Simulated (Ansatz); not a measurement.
Gas-phase electronic energies from Ansatz, PBE0-D4/def2-TZVP geometries. CCSD(T)/CBS adds triple-zeta CCSD(T) − MP2 to the extrapolated MP2 energy (def2 sets, frozen cores). This one scheme is used for every species. DFT in def2-TZVPP. For Ga outer-core shells are correlated without core-valence functions, which leaves a few kJ/mol of doubt a bond. Scalar relativity is left out up to krypton. Each species was taken in one conformer, which may not be the lowest.

`C[SiH2][GaH][NH2]` + SiH₄ → `[NH2][GaH][SiH2][SiH3]` + CH₄  (formal exchange of groups at the Si–C bond)

Question: Is it downhill or uphill in electronic energy at CCSD(T)/CBS, and by how much? (An estimate is asked.)

Answer: Ansatz gave: Downhill: ΔE = -5.4 kcal/mol.

Question: What do these levels give: PBE-D4, SCS-MP2/def2-TZVPP, HF/def2-QZVPP, HF/CBS(def2), MP2/CBS(def2), CCSD/CBS(def2)? (Estimate.)

Answer: Computed: PBE-D4 -8.3, SCS-MP2/def2-TZVPP -3.7, HF/def2-QZVPP -2.8, HF/CBS(def2) -2.8, MP2/CBS(def2) -4.5, CCSD/CBS(def2) -5.0 kcal/mol.

Largest T1 diagnostic among the species: 0.015.

In def2-TZVPP, CCSD(T) changes the Hartree–Fock value by −2.3 kcal/mol (the triples alone add −0.4 kcal/mol) and MP2 by −1.4 kcal/mol.
